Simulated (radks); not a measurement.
The thulium ion Tm+, 68 electrons, occupied as [Xe] 4f12 6s1 6p1 (not the ground configuration). All-electron calculation, Dirac Kohn-Sham, PBE, spin-unpolarised, spherical densities, finite nucleus; open shells fill j = l - 1/2 first; Fermi nuclear charge, rms radius 5.2256 fm. Program: a radial shooting solver on a logarithmic mesh with Libxc functionals.

Normalised radial functions P(r) = r R(r) (large component), r in bohr:

| r | 5p1/2 |
|---|---|
| 0.0007256 | 0.0030 |
| 0.0008514 | 0.0035 |
| 0.0009912 | 0.0041 |
| 0.001163 | 0.0049 |
| 0.001354 | 0.0059 |
| 0.001589 | 0.0071 |
| 0.00185 | 0.0085 |
| 0.002171 | 0.0103 |
| 0.002527 | 0.0124 |
| 0.002966 | 0.0152 |
| 0.003453 | 0.0184 |
| 0.004052 | 0.0227 |
| 0.004717 | 0.0277 |
| 0.005535 | 0.0342 |
| 0.006496 | 0.0422 |
| 0.007562 | 0.0515 |
| 0.008874 | 0.0635 |
| 0.01033 | 0.0771 |
| 0.01212 | 0.0940 |
| 0.01411 | 0.1126 |
| 0.01656 | 0.1347 |
| 0.01928 | 0.1575 |
| 0.02263 | 0.1824 |
| 0.02634 | 0.2049 |
| 0.03091 | 0.2247 |
| 0.03599 | 0.2361 |
| 0.04223 | 0.2354 |
| 0.04956 | 0.2162 |
| 0.0577 | 0.1760 |
| 0.06771 | 0.1078 |
| 0.07882 | 0.0193 |
| 0.0925 | -0.0914 |
| 0.1077 | -0.1994 |
| 0.1264 | -0.2933 |
| 0.1471 | -0.3385 |
| 0.1726 | -0.3148 |
| 0.201 | -0.2125 |
| 0.2358 | -0.0297 |
| 0.2768 | 0.1929 |
| 0.3222 | 0.3850 |
| 0.3781 | 0.4999 |
| 0.4402 | 0.4778 |
| 0.5166 | 0.3017 |
| 0.6014 | 0.0184 |
| 0.7057 | -0.3350 |
| 0.8215 | -0.6484 |
| 0.9641 | -0.8867 |
| 1.122 | -0.9897 |
| 1.317 | -0.9640 |
| 1.533 | -0.8378 |
| 1.799 | -0.6451 |
| 2.112 | -0.4421 |
| 2.458 | -0.2761 |
| 2.885 | -0.1485 |
| 3.358 | -0.0724 |
| 3.941 | -0.0290 |
| 4.588 | -0.0102 |
| 5.384 | -0.0027 |
| 6.268 | -0.0006 |
| 7.355 | -0.0001 |
| 8.563 | 0.0000 |
| 10.05 | 0.0000 |
| 11.7 | 0.0000 |
| 13.73 | 0.0000 |

5p1/2: eigenvalue -44.642 eV, 3 radial nodes at r = 0.0812, 0.241, 0.607 bohr, <r> = 1.35 bohr, 90 % of the charge inside 1.98 bohr.
